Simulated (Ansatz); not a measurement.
Program: Ansatz. Geometries: PBE0-D4/def2-TZVP. ΔE: electronic, gas phase. CCSD(T)/CBS adds triple-zeta CCSD(T) − MP2 to the extrapolated MP2 energy (def2 sets, frozen cores). This one scheme is used for every species. DFT in def2-TZVPP. def2 core potentials past Kr. For Ge, I outer-core shells are correlated without core-valence functions, which leaves a few kJ/mol of doubt a bond. Scalar relativity is left out up to krypton.

`[F][Ge]([F])([F])[I]` + HCl → `[F][Ge]([F])([F])[Cl]` + HI  (ligand exchange at a Ge–I bond)

**Question.** Is it downhill or uphill in electronic energy at CCSD(T)/CBS, and by how much? (An estimate is asked.)

**Answer.** Computed: Uphill: ΔE = +13.1 kJ/mol.

**Question.** What do these levels give: LDA (SPW92), revPBE-D4, BLYP-D4, r2SCAN-D4, CAM-B3LYP, CCSD(T)/def2-TZVPP? (Best estimate.)

**Answer.** Ansatz gave: LDA (SPW92) 12.9, revPBE-D4 14.8, BLYP-D4 15.1, r2SCAN-D4 10.6, CAM-B3LYP 7.0, CCSD(T)/def2-TZVPP 5.8 kJ/mol.

Largest T1 diagnostic among the species: 0.012.

At CCSD(T), def2-SVP lies −12.3 kJ/mol from the extrapolated value and def2-TZVPP −7.3 kJ/mol. From BLYP to BHLYP (50 % exact exchange), in def2-TZVPP and without D4, ΔE moves by −5.3 kJ/mol.
